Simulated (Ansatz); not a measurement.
Start from `B/C=C/C` and change one atom or group (the configuration at the double bond changes too) to get `C/C=C\C[SiH3]`.

Ansatz, PBE0-D4/def2-TZVP geometries, multiplicity 1. Each molecule was computed in one conformer, which needn't be the lowest.

```
                                          property  `B/C=C/C`
  size of the dipole moment (B3LYP/def2-TZVPP) / D       2.18
                 HOMO energy (PBE/def2-TZVPP) / eV      -6.97
               LUMO energy (B3LYP/def2-TZVPP) / eV      -1.98
size of the dipole moment (ωB97M-V/def2-TZVPP) / D       2.09
                 LUMO energy (PBE/def2-TZVPP) / eV      -2.76
           HOMO–LUMO gap (ωB97M-V/def2-TZVPP) / eV      10.38
```

Question: What does the change do to each property? (Best estimate.)

Answer: The calculation gave: 
```
                                          property  `C/C=C\C[SiH3]`  shift
  size of the dipole moment (B3LYP/def2-TZVPP) / D             0.70  -1.48
                 HOMO energy (PBE/def2-TZVPP) / eV            -5.71   1.26
               LUMO energy (B3LYP/def2-TZVPP) / eV             0.19   2.17
size of the dipole moment (ωB97M-V/def2-TZVPP) / D             0.70  -1.39
                 LUMO energy (PBE/def2-TZVPP) / eV            -0.58   2.18
           HOMO–LUMO gap (ωB97M-V/def2-TZVPP) / eV            11.15   0.77
```

With PBE0 the HOMO rises by 1.20 eV and the LUMO rises by 2.19 eV, so the gap widens by about 0.99 eV. PBE moves the HOMO by 1.26 eV and ωB97M-V by 1.21 eV. Dipoles are sizes alone; their direction can turn.

B3LYP here is the variant with VWN-RPA as its local correlation; programs differ in this.
